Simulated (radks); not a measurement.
Values are calculated unless marked as measured or tabulated.
Task: The mean radii <r> (bohr) of the occupied orbitals of an atom or ion are listed with their occupations. Level of theory: Dirac Kohn-Sham, XLYP, spin-unpolarised, spherical densities, finite nucleus; Fermi nuclear charge, rms radius of each element as measured or else 0.836 A^(1/3) + 0.57 fm (a radial shooting solver on a logarithmic mesh with Libxc functionals).

| orbital | occ. | <r> |
|---|---|---|
| 1s1/2 | 2 | 0.01606 |
| 2s1/2 | 2 | 0.06692 |
| 2p1/2 | 2 | 0.05487 |
| 2p3/2 | 4 | 0.06379 |
| 3s1/2 | 2 | 0.1740 |
| 3p1/2 | 2 | 0.1644 |
| 3p3/2 | 4 | 0.1807 |
| 3d3/2 | 4 | 0.1570 |
| 3d5/2 | 6 | 0.1619 |
| 4s1/2 | 2 | 0.3842 |
| 4p1/2 | 2 | 0.3853 |
| 4p3/2 | 4 | 0.4199 |
| 4d3/2 | 4 | 0.4246 |
| 4d5/2 | 6 | 0.4357 |
| 5s1/2 | 2 | 0.8542 |
| 4f5/2 | 6 | 0.4509 |
| 4f7/2 | 8 | 0.4572 |
| 5p1/2 | 2 | 0.9125 |
| 5p3/2 | 4 | 1.005 |
| 5d3/2 | 4 | 1.276 |
| 5d5/2 | 6 | 1.325 |
| 6s1/2 | 2 | 2.263 |
| 6p1/2 | 1 | 2.807 |

Name the element and its charge. Open shells, if any, fill j = l - 1/2 first.

Result: Z = 82, lead, charge +1: Pb+ in [Hg] 6p1. The 1s radius gives Z: for a bare nucleus <r> = (2 gamma + 1)/(2Z) with gamma = sqrt(1 - (Z/c)^2), 0.01587 bohr for Z = 82, and screening makes it slightly larger (0.01606 here). The occupations add up to 81, and the charge is Z minus that.
